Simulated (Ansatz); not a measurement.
Species: 5-methylhex-1-ene, C$_{7}$H$_{14}$ (charge 0, singlet). SMILES: C=CCCC(C)C
Coordinates optimised at B3LYP-D3(BJ)/def2-TZVP (Ansatz, a first-principles code):
```xyz
21

C     -2.4693    -0.9369    -0.7997
C     -1.3808     0.1245    -0.6355
C     -1.9454     1.3696     0.0502
C     -0.1767    -0.4599     0.1124
C      1.0474     0.4617     0.1797
C      2.2052    -0.1787     0.8796
C      3.3872    -0.4331     0.3332
H     -2.0893    -1.8183    -1.3203
H     -3.3178    -0.5495    -1.3675
H     -2.8429    -1.2611     0.1757
H     -1.0397     0.4148    -1.6368
H     -2.2638     1.1354     1.0703
H     -1.2141     2.1766     0.1051
H     -2.8152     1.7499    -0.4893
H     -0.4857    -0.7281     1.1297
H      0.1219    -1.3942    -0.3719
H      1.3443     0.7523    -0.8324
H      0.7794     1.3822     0.7077
H      2.0321    -0.4632     1.9153
H      3.6025    -0.1700    -0.6967
H      4.1827    -0.9092     0.8920
```

Computed values are from Ansatz. Cores are frozen in the correlated levels unless marked. Open shells are spin-unrestricted. No spin-orbit coupling. Non-relativistic. CBS(X,Y): correlation extrapolated as X^-3; Hartree-Fock from the larger set. [CCSD(T)-MP2]/basis is that difference in the basis named.

Question: What is the dipole moment at CCSD(T)/aug-cc-pVDZ?

Answer: 0.38 D.

Question: What is the total energy at RI-MP2/CBS(aug-cc-pVTZ,aug-cc-pVQZ)+[CCSD(T)-MP2]/aug-cc-pVTZ?

Answer: -274.7877 Eh.

Question: What is the T1 diagnostic at CCSD/aug-cc-pVTZ?

Answer: 0.009.

Question: What is the atomisation energy De at RI-MP2/CBS(aug-cc-pVTZ,aug-cc-pVQZ)+[CCSD(T)-MP2]/aug-cc-pVTZ?

Answer: 2037.7 kcal/mol.
